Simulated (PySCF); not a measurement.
C2H5S, SMILES CC[S], multiplicity 2. The structure is a stationary point at PBE-D3(BJ)/def2-TZVP. The isomer is the one that the SMILES or the coordinates give; other isomers of the formula were not compared.

The numbers are results of PBE-D3(BJ)/def2-TZVP (PySCF), not measurements.

Harmonic wavenumbers (cm⁻¹): 211, 323, 450, 665, 866, 954, 1043, 1202, 1221, 1357, 1365, 1435, 1443, 2933, 2947, 2969, 3040, 3059. Rotational constants (GHz): 33.36, 5.374, 4.910; symmetry number 1.

### Question
Work out the zero-point energy and the ideal-gas rigid-rotor harmonic-oscillator thermochemistry at 298.15 K and 1 atm.

### Answer
ZPE = ½ Σ hcν = ½ × 27482 cm⁻¹ = 39.29 kcal/mol. H − E(el) = 42.62 kcal/mol. Entropy in cal/(mol K): translation 38.25, rotation 23.42, vibration 4.98, spin 1.38, total 68.02. G − E(el) = 22.33 kcal/mol. Cp = 15.80 cal/(mol K).
